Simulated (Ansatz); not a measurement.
CH5BrOSi (`OC([SiH3])Br`). Charge 0, multiplicity 1.

Cartesian coordinates in Å:
```
O 0.7990 1.4520 -0.0705
C 0.5965 0.1492 0.3134
Si -0.8940 -0.5920 -0.5984
Br 0.1705 0.0054 2.2669
H 1.6014 1.7939 0.3387
H 1.4956 -0.4674 0.2387
H -2.0985 0.2019 -0.2656
H -1.0411 -2.0007 -0.1623
H -0.6293 -0.5422 -2.0609
```

**Question.** What are the harmonic wavenumbers in cm⁻¹ at PBE0-D4/def2-TZVP (Ansatz, finite differences of forces, unscaled)? (Estimate.)

**Answer.** Ansatz gave: 141, 165, 267, 298, 423, 486, 626, 672, 746, 910, 933, 942, 1095, 1163, 1250, 1404, 2226, 2255, 2267, 3080, 3815.

**Question.** Is this a minimum?

**Answer.** Yes, all 21 modes are real.

**Question.** Give the ideal-gas thermochemistry at 298.15 K and 1 bar (rigid rotor, harmonic oscillator; point group C1, symmetry number 1).

**Answer.** Zero-point energy 150.5 kJ/mol; H(298) − E = 169.0 kJ/mol; entropy 332.8 J/(mol·K), of which translation 170.6, rotation 114.3, vibration 47.9; G(298) − E = 69.8 kJ/mol.

**Question.** And at 400, 500, 600, 800 and 1000 K?

**Answer.** 
| T (K) | H − E (kJ/mol) | S (J/mol/K) | G − E (kJ/mol) |
| --- | --- | --- | --- |
| 400 | 179.6 | 363.2 | 34.3 |
| 500 | 191.6 | 390.0 | -3.4 |
| 600 | 204.9 | 414.2 | -43.6 |
| 800 | 234.3 | 456.4 | -130.8 |
| 1000 | 266.6 | 492.3 | -225.7 |
